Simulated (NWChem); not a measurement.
All runs are NWChem calculations. System: CAuClO, charge 0, spin multiplicity 1, at a geometry optimised with PBE/def2-SVP with def2 effective core potentials on Au. The structure started from a generated list of species. Level: CR-CCSD(T)/def2-SVP with def2 effective core potentials on Au, 11 core orbitals frozen.

NWChem printed:

```
             Northwest Computational Chemistry Package (NWChem) 7.3.0
             --------------------------------------------------------

                                NWChem Input Module
                                -------------------

 Scaling coordinates for geometry "geometry" by  1.889725989
 (inverse scale =  0.529177249)

 Turning off AUTOSYM since
 SYMMETRY directive was detected!

                             Geometry "geometry" -> ""
                             -------------------------

 Output coordinates in angstroms (scale by  1.889725989 to convert to a.u.)

  No.       Tag          Charge          X              Y              Z
 ---- ---------------- ---------- -------------- -------------- --------------
    1 Au                  79.0000     0.00000000     0.00000000    -0.02467000
    2 Cl                  17.0000     0.00000000     0.00000000     2.23556400
    3 O                    8.0000     0.00000000     0.00000000    -3.06819100
    4 C                    6.0000     0.00000000     0.00000000    -1.91835900

 Effective nuclear repulsion energy (a.u.)     605.4254066287

            Nuclear Dipole moment (a.u.)
            ----------------------------
        X                 Y               Z
 ---------------- ---------------- ----------------
     0.0000000000     0.0000000000    -0.0000453534

      Symmetry information
      --------------------

 Group name             C2v
 Group number             16
 Group order               4
 No. of unique centers     4

      Symmetry unique atoms

     1    2    3    4


 Summary of "ao basis" -> "" (spherical)
 ------------------------------------------------------------------------------
       Tag                 Description            Shells   Functions and Types
 ---------------- ------------------------------  ------  ---------------------
 *                          def2-svp                  on all atoms

 Summary of "ao basis" -> "ao basis" (spherical)
 ------------------------------------------------------------------------------
       Tag                 Description            Shells   Functions and Types
 ---------------- ------------------------------  ------  ---------------------
 Au                         def2-svp                12       32   6s3p2d1f
 Cl                         def2-svp                 8       18   4s3p1d
 O                          def2-svp                 6       14   3s2p1d
 C                          def2-svp                 6       14   3s2p1d

                                 NWChem SCF Module
                                 -----------------

  ao basis        = "ao basis"
  functions       =    78
  atoms           =     4
  closed shells   =    25
  open shells     =     0
  charge          =   0.00
  wavefunction    = RHF
  use symmetry    = T
  symmetry adapt  = T

 Summary of "ao basis" -> "ao basis" (spherical)
 ------------------------------------------------------------------------------
       Tag                 Description            Shells   Functions and Types
 ---------------- ------------------------------  ------  ---------------------
 Au                         def2-svp                12       32   6s3p2d1f
 Cl                         def2-svp                 8       18   4s3p1d
 O                          def2-svp                 6       14   3s2p1d
 C                          def2-svp                 6       14   3s2p1d

      Symmetry analysis of basis
      --------------------------

        a1         38
        a2          6
        b1         17
        b2         17

 Forming initial guess at       0.0s

      Superposition of Atomic Density Guess
      -------------------------------------

 Sum of atomic energies:        -724.08357624

      Non-variational initial energy
      ------------------------------

 Total energy =    -707.184135
 1-e energy   =   -1389.162632
 2-e energy   =     499.417526
 HOMO         =      -0.408128
 LUMO         =      -0.009193

      Symmetry analysis of molecular orbitals - initial
      -------------------------------------------------

 !! scf_movecs_sym_adapt:   46 vectors were symmetry contaminated

  Symmetry fudging

 !! scf_movecs_sym_adapt:   44 vectors were symmetry contaminated
[...]
    19      0.275154  1 Au d  1              37      0.255286  2 Cl px

 Vector   26  Occ=0.000000D+00  E= 3.531040D-02  Symmetry=b1
              MO Center= -4.4D-15,  1.5D-29, -1.1D+00, r^2= 4.7D+00
   Bfn.  Coefficient  Atom+Function         Bfn.  Coefficient  Atom+Function
  ----- ------------  ---------------      ----- ------------  ---------------
    13      0.604660  1 Au px                71      0.396272  4 C  px
    57     -0.330255  3 O  px                68      0.326811  4 C  px
    54     -0.267477  3 O  px                19     -0.250039  1 Au d  1
    43     -0.197842  2 Cl px                 7     -0.164737  1 Au px

 Vector   27  Occ=0.000000D+00  E= 3.531040D-02  Symmetry=b2
              MO Center=  1.9D-29, -3.1D-15, -1.1D+00, r^2= 4.7D+00
   Bfn.  Coefficient  Atom+Function         Bfn.  Coefficient  Atom+Function
  ----- ------------  ---------------      ----- ------------  ---------------
    14      0.604660  1 Au py                72      0.396272  4 C  py
    58     -0.330255  3 O  py                69      0.326811  4 C  py
    55     -0.267477  3 O  py                17      0.250039  1 Au d -1
    44     -0.197842  2 Cl py                 8     -0.164737  1 Au py

 Vector   28  Occ=0.000000D+00  E= 1.169120D-01  Symmetry=a1
              MO Center=  1.1D-15, -1.1D-15, -5.3D-01, r^2= 7.3D+00
   Bfn.  Coefficient  Atom+Function         Bfn.  Coefficient  Atom+Function
  ----- ------------  ---------------      ----- ------------  ---------------
     6      2.071264  1 Au s                 67     -1.346165  4 C  s
    15     -0.714794  1 Au pz                73     -0.455154  4 C  pz
     5     -0.452011  1 Au s                 23      0.422362  1 Au d  0
    45      0.398383  2 Cl pz                36     -0.359249  2 Cl s
    18      0.326575  1 Au d  0

 center of mass
 --------------
 x =   0.00000000 y =   0.00000000 z =   0.00887093

 moments of inertia (a.u.)
 ------------------
        1319.914032025693           0.000000000000           0.000000000000
           0.000000000000        1319.914032025693           0.000000000000
           0.000000000000           0.000000000000           0.000000000000

  Mulliken analysis of the total density
  --------------------------------------

    Atom       Charge   Shell Charges
 -----------   ------   -------------------------------------------------------
    1 Au  19    18.68   0.07 -0.47  1.78  0.63  0.65  0.21  5.58  0.49  0.13  8.41  1.19  0.01
    2 Cl  17    17.40   2.00  1.99  1.19  0.77  5.94  2.07  3.43  0.02
    3 O    8     8.14   1.99  1.11  0.68  2.76  1.57  0.03
    4 C    6     5.78   1.99  1.06  0.44  1.63  0.56  0.10

       Multipole analysis of the density wrt the origin
       ------------------------------------------------

     L   x y z        total         open         nuclear
     -   - - -        -----         ----         -------
     0   0 0 0      0.000000      0.000000     50.000000

     1   1 0 0     -0.000000      0.000000      0.000000
     1   0 1 0     -0.000000      0.000000      0.000000
     1   0 0 1     -1.963059      0.000000      2.797127

     2   2 0 0    -33.906585      0.000000      0.000000
     2   1 1 0      0.000000      0.000000      0.000000
     2   1 0 1     -0.000000      0.000000      0.000000
     2   0 2 0    -33.906585      0.000000      0.000000
     2   0 1 1     -0.000000      0.000000      0.000000
     2   0 0 2    -40.626862      0.000000    651.234386

                   NWChem Extensible Many-Electron Theory Module
                   ---------------------------------------------


            General Information
            -------------------
      Number of processors :     1
         Wavefunction type : Restricted Hartree-Fock
          No. of electrons :    50
           Alpha electrons :    25
            Beta electrons :    25
           No. of orbitals :   156
            Alpha orbitals :    78
             Beta orbitals :    78
        Alpha frozen cores :    11
         Beta frozen cores :    11
     Alpha frozen virtuals :     0
      Beta frozen virtuals :     0
         Spin multiplicity : singlet
    Number of AO functions :    78
       Number of AO shells :    32
        Use of symmetry is : on
      Symmetry adaption is : on
         Schwarz screening : 0.10D-09

          Correlation Information
          -----------------------
          Calculation type : Coupled-cluster singles & doubles w/ perturbation
   Perturbative correction : Completely renormalized (T)
            Max iterations :      100
        Residual threshold : 0.10D-05
     T(0) DIIS level shift : 0.00D+00
     L(0) DIIS level shift : 0.00D+00
     T(1) DIIS level shift : 0.00D+00
     L(1) DIIS level shift : 0.00D+00
     T(R) DIIS level shift : 0.00D+00
     T(I) DIIS level shift : 0.00D+00
   CC-T/L Amplitude update :  5-th order DIIS
                I/O scheme : Global Array Library
        L-threshold :  0.10D-05
        EOM-threshold :  0.10D-05
 no EOMCCSD initial starts read in
 TCE RESTART OPTIONS
 SLICE:      F
 D4D5:       F
 quantumc:   F
 qrotation:  F
 pwtce:      F
 qducc:      F
 nacto:                         0
 nrotv:                         0
 nrot:                          0

            Memory Information
            ------------------
          Available GA space size is     249030716 doubles
          Available MA space size is     104838276 doubles

 Maximum block size supplied by input
 Maximum block size        24 doubles

 tile_dim =     24

 -------------------------------------------------

 Global array virtual files algorithm will be used

 Parallel file system coherency ......... OK

 4-electron integrals stored in orbital form

 v2    file size   =          1437959
 4-index algorithm nr.  13 is used
 imaxsize =       30
 imaxsize ichop =        0


CCSD iterations
 ---------------------------------------------------------
 Iter          Residuum       Correlation     Cpu    Wall
 ---------------------------------------------------------
    1   0.2003820268625  -0.7263313293678     0.3     0.3
    2   0.0521483057193  -0.6982101674000     0.3     0.3
    3   0.0175523333436  -0.7155446020826     0.3     0.3
    4   0.0093644670908  -0.7141388740238     0.3     0.3
    5   0.0040256677440  -0.7161555970862     0.3     0.3
    6   0.0018309287972  -0.7163235900467     0.3     0.3
    7   0.0010905832365  -0.7162842288737     0.3     0.3
    8   0.0006317119568  -0.7163012941983     0.3     0.3
    9   0.0005491594077  -0.7163025364593     0.3     0.3
   10   0.0003651302368  -0.7163229892545     0.3     0.3
   11   0.0000496835507  -0.7163272579289     0.3     0.3
   12   0.0000234189204  -0.7163281828845     0.3     0.3
   13   0.0000149384797  -0.7163283661343     0.3     0.3
   14   0.0000103873104  -0.7163289017567     0.3     0.3
   15   0.0000069658616  -0.7163288505866     0.3     0.3
   16   0.0000013166133  -0.7163291778506     0.3     0.3
   17   0.0000010437864  -0.7163289251112     0.3     0.3
   18   0.0000003966374  -0.7163290072936     0.3     0.3
 -----------------------------------------------------------------
 Iterations converged
 CCSD correlation energy / hartree =        -0.716329007293610
 CCSD total energy / hartree       =      -707.554956723172040

 Singles contributions

 Doubles contributions
 CR-CCSD(T)

 CR-CCSD[T]  correction energy / hartree =        -0.019774246168531
 CR-CCSD[T] correlation energy / hartree =        -0.736103253462141
 CR-CCSD[T] total energy / hartree       =      -707.574730969340521
 CR-CCSD(T)  correction energy / hartree =        -0.017264256634833
 CR-CCSD(T) correlation energy / hartree =        -0.733593263928443
 CR-CCSD(T) total energy / hartree       =      -707.572220979806843

 Task  times  cpu:       18.0s     wall:       18.0s

 Total times  cpu:       18.0s     wall:       18.0s
```

### Question
Write an NWChem input that would produce this output.

### Answer
This is not unique; one that fits is 
```
start mol
memory heap 100 mb stack 700 mb global 1900 mb
geometry units angstroms nocenter noautoz
  Au     0.000000     0.000000    -0.024670
  Cl     0.000000     0.000000     2.235564
  O      0.000000     0.000000    -3.068191
  C      0.000000     0.000000    -1.918359
  symmetry group C2v
end
basis spherical
  * library def2-svp
end
ecp
  Au library def2-ecp
end
scf
  rhf
  nopen 0
  maxiter 100
  thresh 1e-7
  semidirect memsize 60000000 filesize 0
end
tce
  freeze core 11
  cr-ccsd(t)
  2eorb
  2emet 13
  thresh 1e-6
  maxiter 100
  tilesize 24
end
task tce energy
```
